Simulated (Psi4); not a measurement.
Calculation: SAPT0/jun-cc-pVDZ, frozen core (Psi4).

Psi4 input:

```
molecule {
0 1
Ge -0.00000271 0.00000289 0.00000038
H -0.84337576 -0.60327579 -1.13299114
H 0.18486199 1.50490597 -0.24492105
H 1.37398127 -0.68537782 0.03617987
H -0.71546478 -0.21625524 1.34173194
--
0 1
Se -0.84075192 4.30298086 0.15616323
H -1.57391382 5.49465576 0.60839610
H -1.64962614 3.43496057 1.02472133
units angstrom
symmetry c1
no_reorient
no_com
}
set basis jun-cc-pvdz
set scf_type df
set freeze_core true
energy('sapt0')
```

Part of the output:

```
    SAPT Results
  --------------------------------------------------------------------------------------------------------
    Electrostatics                 -1.10362006 [mEh]      -0.69253204 [kcal/mol]      -2.89755406 [kJ/mol]
      Elst10,r                     -1.10362006 [mEh]      -0.69253204 [kcal/mol]      -2.89755406 [kJ/mol]

    Exchange                        2.89334938 [mEh]       1.81560415 [kcal/mol]       7.59648775 [kJ/mol]
      Exch10                        2.89334938 [mEh]       1.81560415 [kcal/mol]       7.59648775 [kJ/mol]
      Exch10(S^2)                   2.88313142 [mEh]       1.80919228 [kcal/mol]       7.56966051 [kJ/mol]

    Induction                      -0.44619522 [mEh]      -0.27999173 [kcal/mol]      -1.17148539 [kJ/mol]
      Ind20,r                      -2.03205910 [mEh]      -1.27513633 [kcal/mol]      -5.33517042 [kJ/mol]
      Exch-Ind20,r                  1.87600799 [mEh]       1.17721279 [kcal/mol]       4.92545830 [kJ/mol]
      delta HF,r (2)               -0.29014412 [mEh]      -0.18206818 [kcal/mol]      -0.76177328 [kJ/mol]

    Dispersion                     -1.65941528 [mEh]      -1.04129881 [kcal/mol]      -4.35679421 [kJ/mol]
      Disp20                       -1.83124278 [mEh]      -1.14912220 [kcal/mol]      -4.80792727 [kJ/mol]
      Exch-Disp20                   0.17182751 [mEh]       0.10782339 [kcal/mol]       0.45113306 [kJ/mol]
      Disp20 (SS)                  -0.91562139 [mEh]      -0.57456110 [kcal/mol]      -2.40396363 [kJ/mol]
      Disp20 (OS)                  -0.91562139 [mEh]      -0.57456110 [kcal/mol]      -2.40396363 [kJ/mol]
      Exch-Disp20 (SS)              0.07928584 [mEh]       0.04975261 [kcal/mol]       0.20816493 [kJ/mol]
      Exch-Disp20 (OS)              0.09254167 [mEh]       0.05807078 [kcal/mol]       0.24296813 [kJ/mol]

  Total HF                          1.34353410 [mEh]       0.84308038 [kcal/mol]       3.52744830 [kJ/mol]
  Total SAPT0                      -0.31588117 [mEh]      -0.19821843 [kcal/mol]      -0.82934591 [kJ/mol]
```
